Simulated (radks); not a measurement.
Sm0.5+, configuration [Xe] 4f6 6s1.5 (fractional occupations, a model configuration). All-electron calculation, Dirac Kohn-Sham, PBE, spin-unpolarised, spherical densities, point nucleus; open shells fill j = l - 1/2 first. Program: a radial shooting solver on a logarithmic mesh with Libxc functionals.

Unscreened Slater integrals over Kohn-Sham orbitals (eV). Large and small components are both included. Empty in this configuration: 4f7/2.

| integral | value |
|---|---|
| F0(4f5/2,4f5/2) | 25.764 |
| F2(4f5/2,4f5/2) | 11.745 |
| F4(4f5/2,4f5/2) | 7.2778 |
| F0(4f5/2,6s1/2) | 7.7540 |
| G3(4f5/2,6s1/2) | 0.32313 |
| F0(4f5/2,5p3/2) | 17.091 |
| F2(4f5/2,5p3/2) | 6.0726 |
| G2(4f5/2,5p3/2) | 3.5093 |
| G4(4f5/2,5p3/2) | 2.6224 |
| F0(4f5/2,5p1/2) | 17.889 |
| G2(4f5/2,5p1/2) | 3.9725 |
| F0(4f5/2,4f7/2) | 25.537 |
| F2(4f5/2,4f7/2) | 11.622 |
| F4(4f5/2,4f7/2) | 7.1990 |
| G2(4f5/2,4f7/2) | 11.601 |
| G4(4f5/2,4f7/2) | 7.1866 |
| G6(4f5/2,4f7/2) | 5.1452 |
| F0(6s1/2,6s1/2) | 5.9811 |
| F0(6s1/2,5p3/2) | 7.4533 |
| G1(6s1/2,5p3/2) | 0.58202 |
| F0(6s1/2,5p1/2) | 7.4968 |
| G1(6s1/2,5p1/2) | 0.48545 |
| F0(6s1/2,4f7/2) | 7.7438 |
| G3(6s1/2,4f7/2) | 0.33694 |
| F0(5p3/2,5p3/2) | 14.500 |
| F2(5p3/2,5p3/2) | 7.7804 |
| F0(5p3/2,5p1/2) | 14.913 |
| G2(5p3/2,5p1/2) | 7.9333 |
| F0(5p3/2,4f7/2) | 17.014 |
| F2(5p3/2,4f7/2) | 6.1005 |
| G2(5p3/2,4f7/2) | 3.5763 |
| G4(5p3/2,4f7/2) | 2.6631 |
| F0(5p1/2,5p1/2) | 15.373 |
| F0(5p1/2,4f7/2) | 17.804 |
| G4(5p1/2,4f7/2) | 2.9849 |
| F0(4f7/2,4f7/2) | 25.314 |
| F2(4f7/2,4f7/2) | 11.504 |
| F4(4f7/2,4f7/2) | 7.1227 |
| F6(4f7/2,4f7/2) | 5.0985 |
